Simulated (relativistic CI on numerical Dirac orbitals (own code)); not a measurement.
# What each ingredient does to the levels of N II

Base calculation: Dirac-Coulomb-Breit CI, KLI orbitals optimised for each configuration, model QED, valence Slater integrals scaled by 0.85, P86 correlation energy added to each configuration.

Configurations in the expansion (outside the closed core 1s2): 2s2 2p2, 2s 2p3, 2s2 2p 3s, 2s2 2p 3p, 2s2 2p 3d, 2p4, 2s2 2p 4s, 2s2 2p 4p, 2s2 2p 4d, 2s2 2p 4f, 2s2 3s2, 2s2 3s 3p, 2s 2p2 3s, 2s2 3s 3d, 2s2 3p2, 2p3 3s. Levels of other configurations are missing.

Variants: (1) valence Slater integrals scaled by 0.75; (2) self-excluded LDA correlation estimate; (3) one mean potential for all configurations; (4) only the first 3 configurations. Shifts of the energy above 2s2 2p2 3P_0, in cm⁻¹, for the lowest level and the first level of each name with at least 55 % of one term (blank where a level changes its place among those of its configuration and J or its character, or is not in the variant):

```csv
Level,Base,Δ(1),Δ(2),Δ(3),Δ(4),Measured
2s2 2p2 3P_0,0.0,0.0,0.0,0.0,0.0,0.0
2s2 2p2 3P_1,47.0,+0.3,0.0,-1.1,+1.8,48.7
2s2 2p2 3P_2,125.3,+0.8,0.0,-3.7,+6.1,130.8
2s2 2p2 1D_2,15287.0,-1733.1,-7.8,+101.6,-377.7,15316.2
2s2 2p2 1S_0,27675.1,-2358.8,-36.7,-26.8,+9486.4,32688.6
2s 2p3 5S°_2,46789.0,+5891.0,-663.4,-622.8,-3565.7,
2s 2p3 3D°_3,95820.7,+221.9,-615.5,+607.6,-2792.8,
2s 2p3 3D°_2,95834.8,+222.2,-615.5,+609.4,-2792.5,
2s 2p3 3D°_1,95837.3,+222.5,-615.4,+610.2,-2792.1,
2s 2p3 3P°_1,110687.6,-1515.3,-600.8,+663.4,-3147.6,
2s 2p3 3P°_2,110687.8,-1515.6,-600.8,+663.5,-3146.9,
2s 2p3 3P°_0,110693.9,-1515.2,-600.8,+663.5,-3148.1,
2s2 2p 3s 3P°_0,146864.6,+15.5,+4529.1,+3942.1,+3912.5,148908.6
2s2 2p 3s 3P°_1,146915.8,+14.0,+4528.4,+3921.8,+3914.4,148940.2
2s2 2p 3s 3P°_2,147030.1,+16.9,+4529.2,+3956.2,+3919.7,149076.5
2s2 2p 3s 1P°_1,148579.7,-656.8,+4171.4,+2504.5,+3772.9,149187.8
2s 2p3 1D°_2,149936.8,-5878.7,-434.7,+1491.3,-1596.5,
2s 2p3 3S°_1,157138.0,-7099.7,-657.4,+997.0,-3306.7,
2s 2p3 1P°_1,166183.5,-7311.3,-56.2,+3341.6,-1916.6,
2s2 2p 3p 1P_1,170250.3,-998.0,+5157.8,+3143.2,,164610.8
2s2 2p 3p 3D_1,171904.7,-1205.0,+5158.9,+3424.8,,166521.7
2s2 2p 3p 3D_2,171966.1,-1205.4,+5158.9,+3429.7,,166582.5
```

Correlation outside the listed configurations is missing or only estimated: errors of thousands of cm⁻¹ between configurations and terms are usual at this charge. Rates and lifetimes follow the computed energies and can be off by large factors. The fine structure of a lone outer electron comes out too small, for d and f at times inverted, and misplaced configurations move strength between like terms. 29 of the 39 excited levels that our extract of the measured tables holds in this range could be paired (the sources list more); they are missed by 4081 cm⁻¹ on average and 5640 at most, and levels without a partner can miss by more.

Measured levels: NIST Handbook of Basic Atomic Spectroscopic Data (Sansonetti and Martin, J. Phys. Chem. Ref. Data 34, 1559 (2005)).

Ionisation energy from the two ground configurations alone: base 29.99 eV; valence Slater integrals scaled by 0.75 29.89 eV; self-excluded LDA correlation estimate 30.51 eV. The NIST ASD value (semi-empirical) is 29.6013 eV.
